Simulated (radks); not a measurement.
Ionisation of neutral mercury, [Hg], to [Xe] 4f14 5d10 6s1 as the strength of local exchange is varied. All-electron calculation, scalar-relativistic Kohn-Sham, Slater X-alpha exchange (alpha = 2/3 is LDA exchange), no correlation, spin-polarised, spherical densities, finite nucleus; Fermi nuclear charge, rms radius 5.4648 fm. Program: a radial shooting solver on a logarithmic mesh with Libxc functionals.

[
 {"alpha": "0.584", "E(Hg) (hartree)": "-19555.1413", "exchange (hartree)": "-306.8259", "IE (eV)": "8.974", "-e of the level emptied (eV)": "5.407 (6s)", "<r> of it (bohr)": "2.784"},
 {"alpha": "0.667", "E(Hg) (hartree)": "-19599.0529", "exchange (hartree)": "-351.2706", "IE (eV)": "9.620", "-e of the level emptied (eV)": "6.028 (6s)", "<r> of it (bohr)": "2.725"},
 {"alpha": "0.674", "E(Hg) (hartree)": "-19602.7611", "exchange (hartree)": "-355.0285", "IE (eV)": "9.675", "-e of the level emptied (eV)": "6.081 (6s)", "<r> of it (bohr)": "2.721"},
 {"alpha": "0.682", "E(Hg) (hartree)": "-19606.9999", "exchange (hartree)": "-359.3250", "IE (eV)": "9.739", "-e of the level emptied (eV)": "6.143 (6s)", "<r> of it (bohr)": "2.715"},
 {"alpha": "0.716", "E(Hg) (hartree)": "-19625.0258", "exchange (hartree)": "-377.6066", "IE (eV)": "10.010", "-e of the level emptied (eV)": "6.407 (6s)", "<r> of it (bohr)": "2.692"},
 {"alpha": "0.875", "E(Hg) (hartree)": "-19709.5568", "exchange (hartree)": "-463.5615", "IE (eV)": "11.322", "-e of the level emptied (eV)": "7.696 (6s)", "<r> of it (bohr)": "2.592"},
 {"alpha": "0.927", "E(Hg) (hartree)": "-19737.2855", "exchange (hartree)": "-491.8374", "IE (eV)": "11.766", "-e of the level emptied (eV)": "8.137 (6s)", "<r> of it (bohr)": "2.561"}
]

NIST Atomic Spectra Database: 10.438 eV (measured). The Delta-SCF value meets it near alpha = 0.77.
